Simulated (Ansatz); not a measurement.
C3H9BO (`[BH3-][O+]=C(C)C`). Charge 0, multiplicity 1. The geometry is a stationary point of PBE0-D4/def2-TZVP.

```xyz
14

B    -1.424    0.439   -1.461
O     0.091    0.445   -0.986
C     0.474    0.020    0.106
C    -0.475   -0.543    1.087
C     1.923    0.087    0.420
H    -1.399    0.925   -2.561
H    -2.025    1.101   -0.635
H    -1.767   -0.728   -1.438
H    -1.020   -1.364    0.609
H     0.015   -0.875    2.000
H    -1.241    0.211    1.300
H     2.071    0.673    1.332
H     2.295   -0.919    0.633
H     2.480    0.527   -0.405
```

**Question.** What is the dipole moment at r2SCAN/def2-TZVPP? (Estimate.)

**Answer.** Computed: 6.26 D, with components (4.08, -1.41, 4.53) D in this frame, pointing from negative to positive charge.

**Question.** And with PBE, B3LYP, ωB97M-V? (An estimate is asked.)

**Answer.** Ansatz gave: PBE 6.05 D, B3LYP 6.32 D, ωB97M-V 6.48 D.

**Question.** Give the Mulliken charges with r2SCAN, ωB97M-V, B3LYP in def2-TZVPP. (Estimate.)

**Answer.** Computed: 
```csv
atom,r2SCAN,ωB97M-V,B3LYP
B1,-0.21,-0.44,-0.27
O2,-0.18,-0.15,-0.17
C3,0.33,0.33,0.31
C4,-0.18,-0.32,-0.27
C5,-0.12,-0.28,-0.22
H6,-0.05,0.03,-0.01
H7,-0.05,0.01,-0.03
H8,-0.05,0.01,-0.03
H9,0.11,0.16,0.13
H10,0.06,0.11,0.10
H11,0.11,0.16,0.13
H12,0.07,0.13,0.11
H13,0.07,0.13,0.11
H14,0.08,0.13,0.12
```

B3LYP here is the variant with VWN-RPA as its local correlation; programs differ in this.
